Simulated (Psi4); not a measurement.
C3H5F2Ga, singlet, geometry from GFN2-xTB (such geometries of metal compounds can be far from the true shape); R2SCAN/def2-TZVPP run with Psi4 1.11.

The Psi4 input:
```
memory 2 GB

molecule {
0 1
Ga    0.31179805    0.46378846    0.42270242
C     0.15718298   -1.52509083   -0.19514042
C    -1.11531541   -1.72712111   -0.90973562
C    -1.21099049   -1.80316996   -2.23068156
H     0.23425577   -2.09531246    0.73114568
H     1.03039116   -1.70846660   -0.82180022
H    -2.00173998   -1.81585511   -0.29333489
H    -0.34584431   -1.70950417   -2.86759497
H    -2.15362448   -1.97638164   -2.71943547
F     1.48675513    1.06856290    1.59811415
F    -0.75502627    1.73814481   -0.16693747
}

set {
  basis def2-tzvpp
}

energy('r2scan')
print_variables()
```

Task: What does Psi4 print? Leave out banner, timings and long lists.

Result: 
```
   => Loading Basis Set <=

    Name: DEF2-TZVPP
    Role: ORBITAL
    Keyword: BASIS

         ---------------------------------------------------------
                                   SCF
               by Justin Turney, Rob Parrish, Andy Simmonett
                          and Daniel G. A. Smith
                              RKS Reference
         ---------------------------------------------------------

  ==> Geometry <==

    Molecular point group: c1
    Full point group: C1

    Geometry (in Angstrom), charge = 0, multiplicity = 1:

       Center              X                  Y                   Z               Mass
    ------------   -----------------  -----------------  -----------------  -----------------
         GA           0.270563161099     0.360741850341     0.353220538276    68.925573500000
         C            0.115948091099    -1.628137439659    -0.264622301724    12.000000000000
         C           -1.156550298901    -1.830167719659    -0.979217501724    12.000000000000
         C           -1.252225378901    -1.906216569659    -2.300163441724    12.000000000000
         H            0.193020881099    -2.198359069659     0.661663798276     1.007825032230
         H            0.989156271099    -1.811513209659    -0.891282101724     1.007825032230
         H           -2.042974868901    -1.918901719659    -0.362816771724     1.007825032230
         H           -0.387079198901    -1.812550779659    -2.937076851724     1.007825032230
         H           -2.194859368901    -2.079428249659    -2.788917351724     1.007825032230
         F            1.445520241099     0.965516290341     1.528632268276    18.998403162730
         F           -0.796261158901     1.635098200341    -0.236419351724    18.998403162730

  Running in c1 symmetry.

  Rotational constants: A =      0.16622  B =      0.04536  C =      0.03730 [cm^-1]
  Rotational constants: A =   4983.15814  B =   1359.83531  C =   1118.29381 [MHz]
  Nuclear repulsion =  432.518058454352399

  Charge       = 0
  Multiplicity = 1
  Electrons    = 72
  Nalpha       = 36
  Nbeta        = 36

  ==> Algorithm <==

  SCF Algorithm Type is DF.
  DIIS enabled.
  MOM disabled.
  Fractional occupation disabled.
  Guess Type is SAD.
  Energy threshold   = 1.00e-06
  Density threshold  = 1.00e-06
  Integral threshold = 1.00e-12

  ==> Primary Basis <==

  Basis Set: DEF2-TZVPP
    Blend: DEF2-TZVPP
    Number of shells: 101
    Number of basis functions: 273
[...]
   @DF-RKS iter   9: -2241.90625560596936   -2.50283e-03   8.38093e-05 DIIS
   @DF-RKS iter  10: -2241.90643460401134   -1.78998e-04   3.46472e-05 DIIS
   @DF-RKS iter  11: -2241.90647045710602   -3.58531e-05   1.66884e-05 DIIS
   @DF-RKS iter  12: -2241.90647843608986   -7.97898e-06   8.93630e-06 DIIS
   @DF-RKS iter  13: -2241.90648126766882   -2.83158e-06   3.61692e-06 DIIS
   @DF-RKS iter  14: -2241.90648167364589   -4.05977e-07   4.27946e-07 DIIS
  Energy and wave function converged.

  ==> Post-Iterations <==

   Electrons on quadrature grid:
      Ntotal   =   72.0000479249 ; deviation = 4.792e-05

    Orbital Energies [Eh]
    ---------------------

    Doubly Occupied:

[...]
    Virtual:

[...]
    Final Occupation by Irrep:
              A
    DOCC [    36 ]
    NA   [    36 ]
    NB   [    36 ]

  @DF-RKS Final Energy: -2241.90648167364589

   => Energetics <=

    Nuclear Repulsion Energy =            432.5180584543523992
    One-Electron Energy =               -3982.2614226986502217
    Two-Electron Energy =                1421.9140072902230258
    DFT Exchange-Correlation Energy =    -114.0771247195711311
    Empirical Dispersion Energy =           0.0000000000000000
    VV10 Nonlocal Energy =                  0.0000000000000000
    Total Energy =                      -2241.9064816736458852

Computation Completed

Properties will be evaluated at   0.000000,   0.000000,   0.000000 [a0]

Properties computed using the SCF density matrix

 Multipole Moments:

 ------------------------------------------------------------------------------------
     Multipole            Electronic (a.u.)      Nuclear  (a.u.)        Total (a.u.)
 ------------------------------------------------------------------------------------

 L = 1.  Multiply by 2.5417464519 to convert [e a0] to [Debye]
 Dipole X            :          5.5284531           -5.6104307           -0.0819776
 Dipole Y            :         12.7531276          -14.0205502           -1.2674225
 Dipole Z            :          9.0868528           -9.4537250           -0.3668721
 Magnitude           :                                                    1.3219967

 ------------------------------------------------------------------------------------

  Variable Map:
  ----------------------------------------------------------------------------
[...]
  Array Variable Map:
  ----------------------------------------------------------------------------
[...]
[...]
```
